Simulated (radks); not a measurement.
The numbers below are computed, except where a source is named.
Excited configurations of Fe19+: one electron is placed in a higher orbital outside [He] 2s2 2p2. The ground configuration is [He] 2s2 2p3. Level of theory: scalar-relativistic Kohn-Sham, PBE, spin-polarised, spherical densities, finite nucleus; open shells are filled with parallel spins first; Fermi nuclear charge, rms radius 3.7377 fm (a radial shooting solver on a logarithmic mesh with Libxc functionals). Excitation = E - E(ground); binding = E(ion) - E, where the ion is the core of charge +20; n* = 20/sqrt(2 binding) in atomic units. These energies are relativistic, and a one-electron ion of charge +20 with no core already has n* below n in this formula (scalar-relativistic equation, point nucleus: 3s 2.992, 3d 2.998, 4p 3.995, 4d 3.998, 5s 4.991, 5p 4.994, 5d 4.997, 5f 4.999, 6s 5.991, 7f 6.998). The quantum defect is therefore taken as that value minus n*, so that it holds no relativistic shift of the bare ion.

outer orbital  excitation (eV)  binding (eV)     n*  quantum defect  <r> (bohr)
3s                      896.18        688.86  2.811           0.181      0.5967
3d                      956.92        628.13  2.944           0.055      0.4993
4p                      1220.1        364.97  3.862           0.133       1.076
4d                      1232.5        352.55  3.929           0.069       1.013
5s                      1348.3        236.77  4.794           0.197       1.732
5p                      1354.0        231.02  4.854           0.141       1.726
5d                      1360.1        224.94  4.919           0.079       1.672
5f                      1364.2        220.85  4.964           0.034       1.554
6s                      1422.5        162.59  5.786           0.205       2.523
7f                      1471.9        113.11  6.936           0.062       3.327

The Delta-SCF ionisation energy is 1585.0 eV (NIST Atomic Spectra Database: 1575.6 eV, measured). Self-interaction in the functional shifts the binding energies and quantum defects, so they are the method's values and not measured ones. Open shells are spherical and high-spin; term and fine-structure splittings are not resolved.
